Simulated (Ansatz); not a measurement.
Start from `B[CH2][GeH2][SiH3]` and change one atom or group to get `N[CH2][GeH2][SiH3]`.

Ansatz, PBE0-D4/def2-TZVP geometries, multiplicity 1. Each molecule was computed in one conformer, which needn't be the lowest.

Scalar relativity is left out up to krypton.

| property | `B[CH2][GeH2][SiH3]` |
| --- | --- |
| HOMO energy (PBE/def2-TZVPP) / eV | -7.16 |
| LUMO energy (PBE/def2-TZVPP) / eV | -2.04 |
| size of the dipole moment (PBE/def2-TZVPP) / D | 1.10 |
| HOMO–LUMO gap (ωB97M-V/def2-TZVPP) / eV | 10.99 |
| HOMO–LUMO gap (PBE0/def2-TZVPP) / eV | 7.11 |
| LUMO energy (PBE0/def2-TZVPP) / eV | -1.11 |

Problem. What does the change do to each property? (Best estimate.)

Solution. Ansatz gave: 
```
                                      property  `N[CH2][GeH2][SiH3]`  shift
             HOMO energy (PBE/def2-TZVPP) / eV                 -5.54   1.62
             LUMO energy (PBE/def2-TZVPP) / eV                 -0.45   1.59
size of the dipole moment (PBE/def2-TZVPP) / D                  1.87   0.77
       HOMO–LUMO gap (ωB97M-V/def2-TZVPP) / eV                 11.23   0.24
          HOMO–LUMO gap (PBE0/def2-TZVPP) / eV                  7.31   0.20
            LUMO energy (PBE0/def2-TZVPP) / eV                  0.35   1.46
```

With PBE0 the HOMO rises by 1.27 eV and the LUMO rises by 1.46 eV, so the gap widens by about 0.19 eV. PBE moves the HOMO by 1.62 eV and ωB97M-V by 0.95 eV. Dipoles are sizes alone; their direction can turn.
